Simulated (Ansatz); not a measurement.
Isolated molecules relaxed with PBE0-D4/def2-TZVP in Ansatz; ΔE leaves out vibrations. CCSD(T)/CBS adds triple-zeta CCSD(T) − MP2 to the extrapolated MP2 energy (def2 sets, frozen cores). This one scheme is used for every species, atoms too. DFT in def2-TZVPP. B3LYP here is the variant with VWN-RPA as its local correlation; programs differ in this. HSE06 is defined as in plane-wave codes. Open shells (•) are unrestricted, without spin–orbit coupling. Spin–orbit coupling would lower the free atoms: a little for C, O; strongly for In. def2 core potentials past Kr. Bonds to In are less sure, by a few kJ/mol each and by 10 to 20 or more in all where they break to atoms, as the def2 sets lack core-valence functions. One conformer a species, not always the lowest.

Consider the atomization: `C[O][InH][C]#N` → 2 C• + 4 H• + In• + N• + O•.

`C[O][InH][C]#N`:

```xyz
9

C     1.384    0.461    0.468
O     0.374    1.206   -0.166
In   -1.359    0.461   -0.706
C    -1.424   -1.595   -0.179
N    -1.455   -2.712    0.109
H     1.118   -0.591    0.634
H     2.296    0.484   -0.139
H     1.616    0.905    1.443
H    -2.550    1.382   -1.463
```

```
             level  ΔE (kJ/mol)  difference from CCSD(T)/CBS
       LDA (SPW92)       3849.2                        526.5
         revPBE-D4       3302.8                        -19.9
           BLYP-D4       3328.4                          5.7
         r2SCAN-D4       3303.2                        -19.5
            B97M-V       3310.4                        -12.3
           PBE0-D4       3300.8                        -21.9
        r2SCANh-D4       3265.6                        -57.1
        r2SCAN0-D4       3211.9                       -110.8
          BHLYP-D4       3151.4                       -171.3
      CAM-B3LYP-D4       3322.0                         -0.7
           ωB97X-V       3329.4                          6.7
           ωB97M-V       3326.4                          3.7
            B2PLYP       3280.0                        -42.7
          PBE-QIDH       3273.7                        -49.0
               PBE       3393.1                         70.4
            revPBE       3256.2                        -66.5
              BLYP       3292.7                        -30.0
            r2SCAN       3299.1                        -23.6
              PBE0       3286.6                        -36.1
             B3LYP       3270.7                        -52.0
           r2SCANh       3261.2                        -61.5
           r2SCAN0       3207.0                       -115.7
             HSE06       3290.1                        -32.6
             BHLYP       3129.1                       -193.6
         CAM-B3LYP       3307.4                        -15.3
           LC-ωPBE       3316.9                         -5.8
       HF/def2-SVP       2226.1                      -1096.6
      MP2/def2-SVP       3197.7                       -125.0
  CCSD(T)/def2-SVP       3116.6                       -206.1
     HF/def2-TZVPP       2218.9                      -1103.8
    MP2/def2-TZVPP       3307.7                        -15.0
SCS-MP2/def2-TZVPP       3286.3                        -36.4
   CCSD/def2-TZVPP       3150.6                       -172.1
CCSD(T)/def2-TZVPP       3225.1                        -97.6
     HF/def2-QZVPP       2225.7                      -1097.0
    MP2/def2-QZVPP       3366.1                         43.4
SCS-MP2/def2-QZVPP       3354.1                         31.4
      HF/CBS(def2)       2226.8                      -1095.9
     MP2/CBS(def2)       3405.3                         82.6
    CCSD/CBS(def2)       3248.2                        -74.5
       CCSD(T)/CBS       3322.7                            0
```

Largest T1 diagnostic among the species: 0.017.

Leaving LDA and LC-ωPBE aside and taking each functional with its dispersion term where it has one, the values, not all of them listed here, spread over 258.3 kJ/mol, from BHLYP-D4 to PBE-D4. LDA lies +456.1 kJ/mol from PBE without D4, its usual overbinding. At CCSD(T), def2-SVP lies −206.1 kJ/mol from the extrapolated value and def2-TZVPP −97.6 kJ/mol: correlation converges slowly with the basis, and small sets miss more of it in the bonded molecule than in its fragments.

For atomizations the MP2-based limit and the directly extrapolated one differ by several kJ/mol either way, and by 10 to 25 for some Ge, Se and Sn compounds, so smaller differences from it don't rank the levels.
